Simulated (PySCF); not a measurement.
# Orbital energies and ionisation energy

C₃H₇BO.
Z-matrix (Å and degrees, PBE0-D3(BJ)/def2-SVP geometry), rows numbered from 1:
```
C 
C   1  1.3414
B   2  1.5514  1  121.50
O   3  1.3476  2  119.27  1   179.96
C   4  1.4020  3  123.16  2  -179.49
H   1  1.0962  2  120.97  3     0.13
H   1  1.0957  2  122.88  3  -179.86
H   2  1.0976  1  118.61  3   179.83
H   3  1.2189  2  121.10  1     0.06
H   5  1.1014  4  109.48  3   120.21
H   5  1.1012  4  109.48  3  -121.47
H   5  1.1028  4  111.76  3    -0.60
```

Level: PBE0/def2-SVPD (PySCF). Frontier orbitals with their largest atomic shares (Löwdin; up to four atoms above 4 %):

```json
{"orbital": "HOMO−3", "ε (eV)": "-9.61", "main atoms": "O4 27 %, C5 14 %, C2 12 %, C1 11 %"}
{"orbital": "HOMO−2", "ε (eV)": "-9.38", "main atoms": "O4 41 %, C5 18 %, B3 11 %, H10 8 %"}
{"orbital": "HOMO−1", "ε (eV)": "-8.46", "main atoms": "O4 26 %, B3 23 %, C2 18 %, H9 16 %"}
{"orbital": "HOMO", "ε (eV)": "-7.89", "main atoms": "?"}
{"orbital": "LUMO", "ε (eV)": "-1.08", "main atoms": "C1 31 %, B3 22 %, C2 21 %, O4 12 %"}
{"orbital": "LUMO+1", "ε (eV)": "0.77", "main atoms": "B3 41 %, C5 21 %, H12 7 %, H10 7 %"}
{"orbital": "LUMO+2", "ε (eV)": "1.28", "main atoms": "C1 29 %, H7 13 %, H6 12 %, C5 10 %"}
```

Q: What vertical ionisation energy does ΔSCF give, and how far is −ε(HOMO) from it?

A: ΔSCF: 9.96 eV (961 kJ/mol; threshold wavelength 124 nm); ⟨S²⟩ of the doublet left behind is 0.766, against 0.75 for a pure doublet. −ε(HOMO) is 7.89 eV, 2.07 eV below it. In exact Kohn–Sham theory the two would be equal; PBE0 (global hybrid, 25 % exact exchange) falls short of its own ΔSCF value by 21 %. Holes in the HOMO−1 and HOMO−2 were tried too where these lie within 1.2 eV of the HOMO; the lowest converged state counts.

Q: On which atoms does the HOMO lie?

A: C1 (terminal =CH2 carbon) 35 %, C2 (alkene CH carbon) 35 %, O4 (boron-bound oxygen) 10 %, B3 (three-coordinate boron) 5 %, so no atom holds as much as 40 %. The HOMO−1 lies 0.57 eV lower.

Q: What total energies stand behind the ΔSCF value?

A: E(N) = -218.20342 Eh and E(N − 1) = -217.83744 Eh at the same geometry, 0.36598 Eh apart.

Q: With α = 59.3 au, estimate the like-pair dispersion coefficient by London's formula C6 = (3/4)α²I.

A: I = 0.3660 Eh, so C6 ≈ 964 au, a rough estimate.

Q: How many of the 10 lowest singlet excitations (vertical TDDFT, same level) lie below the ionisation energy?

A: All 10; they run from 5.69 to 8.35 eV.

The structure is a single PBE0-D3(BJ)/def2-SVP conformer in the gas phase; no vibrational or solvent corrections.
